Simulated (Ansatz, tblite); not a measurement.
Removing an electron: [(OH)2Al]2NH (Al2NO4H5). Total charge 0; singlet. Geometry: B3LYP-D4/def2-SVP. Ansatz, gas phase; energy differences of separate SCF runs; the oxidised species was run as a doublet alone.

Cartesian coordinates in Å:
```
Al -0.3627 -0.9333 0.7069
O -0.5855 -2.5238 0.0887
O -0.1462 -0.9301 2.4142
N -1.1373 0.5387 -0.1521
Al 0.3351 1.1493 -0.8493
O 1.2682 -0.1734 -0.1240
O 1.1291 2.3023 -1.7871
H -1.0363 -2.6941 -0.7412
H -0.3427 -0.1609 2.9533
H -2.1041 0.8332 -0.1653
H 2.1762 -0.4841 -0.0908
H 0.8061 3.0763 -2.2532
```

The xTB rows come from tblite. Correlated methods freeze 15 core orbitals. The rows differ in basis, and correlated rows in double-zeta sets carry the largest basis error. HOMO above LUMO, or a gap near zero within one spin, warns that the state may not be the lowest or that an electron is smeared out.

Problem. Estimate orbital energies and vertical ionisation energies at: GFN1-xTB; GFN2-xTB; HF/def2-SVP; LDA (SPW92)/def2-TZVP; PBE-D4/def2-TZVP; PBE0-D4/def2-TZVP; MP2/def2-SVP; CCSD/def2-SVP; CCSD(T)/def2-SVP.

Solution. 
| level | −HOMO (eV) | vertical IE (eV) | −LUMO (eV) | HOMO–LUMO gap (eV) | remarks |
| --- | --- | --- | --- | --- | --- |
| GFN1-xTB | 10.18 | 13.73 | 6.88 | 3.30 | – |
| GFN2-xTB | 10.16 | 13.74 | 7.30 | 2.85 | – |
| HF/def2-SVP | – | 8.09 | – | – | – |
| LDA (SPW92)/def2-TZVP | 5.99 | 8.98 | 2.09 | 3.90 | gap within one spin near zero (+1 doublet) |
| PBE-D4/def2-TZVP | 5.79 | 8.74 | 1.87 | 3.92 | gap within one spin near zero (+1 doublet) |
| PBE0-D4/def2-TZVP | 7.18 | 9.18 | 1.05 | 6.14 | – |
| MP2/def2-SVP | – | 9.22 | – | – | – |
| CCSD/def2-SVP | – | 9.02 | – | – | – |
| CCSD(T)/def2-SVP | – | 9.04 | – | – | – |

Relaxing the oxidised species (B3LYP-D4/def2-SVP) changes its energy by -0.88 eV at PBE-D4/def2-TZVP, so the adiabatic ionisation energy to this nearest minimum is 7.86 eV. On the way O3–Al5 forms. At PBE0-D4/def2-TZVP it is 7.71 eV.    Raw xTB energy differences between charge states are shifted by several eV; the methods need an empirical correction for them.
